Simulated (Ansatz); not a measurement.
Reaction (formal exchange of groups at the Se–Si bond): `[SeH][SiH]1BC1` + `O[SiH2][SiH3]` → `O[SiH2][SiH2][SeH]` + `B1C[SiH2]1`

Computed with Ansatz on PBE0-D4/def2-TZVP structures; ΔE is electronic, products minus reactants. CCSD(T)/CBS adds triple-zeta CCSD(T) − MP2 to the extrapolated MP2 energy (def2 sets, frozen cores). Functionals use def2-TZVPP. B3LYP here is the variant with VWN-RPA as its local correlation; programs differ in this. For Se outer-core shells are correlated without core-valence functions, which leaves a few kJ/mol of doubt a bond. Scalar relativity is left out up to krypton. Each species was taken in one conformer, which may not be the lowest.

```csv
level,ΔE (kcal/mol),difference from CCSD(T)/CBS
PBE-D4,1.8,0.6
r2SCAN-D4,1.8,0.6
PBE0-D4,1.2,0.0
B3LYP-D4,1.5,0.3
ωB97X-V,0.8,-0.4
ωB97M-V,1.0,-0.2
r2SCAN,1.9,0.7
PBE0,1.7,0.5
HF/def2-TZVPP,1.0,-0.2
MP2/def2-TZVPP,2.0,0.8
SCS-MP2/def2-TZVPP,2.0,0.8
CCSD(T)/def2-TZVPP,1.9,0.7
MP2/def2-QZVPP,1.7,0.5
SCS-MP2/def2-QZVPP,1.7,0.5
MP2/CBS(def2),1.4,0.2
CCSD/CBS(def2),0.9,-0.3
CCSD(T)/CBS,1.2,0
```

Largest T1 diagnostic among the species: 0.014.

In def2-TZVPP, CCSD(T) changes the Hartree–Fock value by +0.9 kcal/mol (the triples alone add +0.3 kcal/mol) and MP2 by +1.0 kcal/mol. The D4 term adds −1.0 kcal/mol with B3LYP and −0.5 kcal/mol with PBE0; it sums over pairs of atoms, weighted by their polarisabilities, and B3LYP, whose exchange is more repulsive, gets the larger term.
